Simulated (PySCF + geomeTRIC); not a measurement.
A geometry relaxed with PySCF + geomeTRIC with r2SCAN-D4/def2-TZVP, charge 1, multiplicity 1:

```xyz
7

H     -1.2406     1.4662    -0.2325
Ge    -0.9733    -0.0111    -0.0200
O      0.9939     0.1150     0.1642
H     -1.2598    -0.5967     1.3489
H     -1.1006    -0.9307    -1.2214
H      1.5209     0.6426    -0.4569
H      1.5179    -0.6454     0.4629
```

**Question.** Write the SMILES of this molecule.

**Answer.** `[OH2+][GeH3]`
